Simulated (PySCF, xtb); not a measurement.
CH6ClNSi3, SMILES [SiH3][Si@@H]1N=C[Si@@H]1Cl.

GFN2-xTB in xtb at its own geometry gives an orbital gap of 2.09 eV and a dipole moment of 1.88 D.

The structure is a stationary point at ωB97X-D3(BJ)/def2-SVP. The structure was generated by enumeration; whether it is a known compound was not checked.

Task: What does PBE/def2-TZVP (PySCF) give? (An estimate is asked for; the answer gives what the named calculation found.)

Result: gap 3.01 eV (levels -5.70 and -2.69 eV), dipole 0.82 D.
